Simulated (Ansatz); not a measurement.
Input for Ansatz (a program for electronic structure): U-wB97X-V/def2-TZVPP on H2P (SMILES [PH2+]), 2S+1 = 3, a spin state set in the input, which need not be the lowest. Charge +1.

Ansatz 0.2 input:
```yaml
crystal:
  periodic: [false, false, false]
  atoms:
    - {symbol: P, position_ang: [-0.00022356, 0.08110998, 0.00000000]}
    - {symbol: H, position_ang: [-1.23605902, -0.61173639, 0.00000000]}
    - {symbol: H, position_ang: [1.23941242, -0.60491337, 0.00000000]}
basis:
  gaussian:
    orbitals: def2-TZVPP
hamiltonian:
  xc: {name: wB97X-V}
total_charge: 1
magnetization: {spin_polarized: true, initial_magnetization: 2}
```

It printed:

```
WARN ansatz: RAYON_NUM_THREADS=2 ignored (pool sized by the plan → 2); use --threads N
Functional definition: wB97X-V
integrals: 0.01 GiB planned
410 factors; their error is unknown
integrals: 0.05 GiB planned
87 factors; integrals over basis functions are off by at most 4.8e-5 eV
mean field: 0.23 GiB planned
mean field evaluation 1: about -9307.8115 eV, gradient 7.6e0 eV
mean field evaluation 2: about -9308.0762 eV, gradient 2.9e0 eV
mean field evaluation 4: about -9308.1063 eV, gradient 1.8e-1 eV
mean field evaluation 8: about -9308.1011 eV, gradient 2.2e-2 eV
mean field -9308.10111927 eV, -342.0664068757 hartree, gradient 8.0e-5 eV, S^2 2.002498; 0 other end points of the search recorded, 0 dependent functions left out
reference -9308.10111945 eV, -342.0664068824 hartree; 9, 7 occupied and 61, 63 virtual orbitals, 410 factors
Total energy: -9308.10111945 eV, -342.0664068824 hartree
```

Self-consistency was reached.

Cost: about 3 core-seconds (a rough figure).
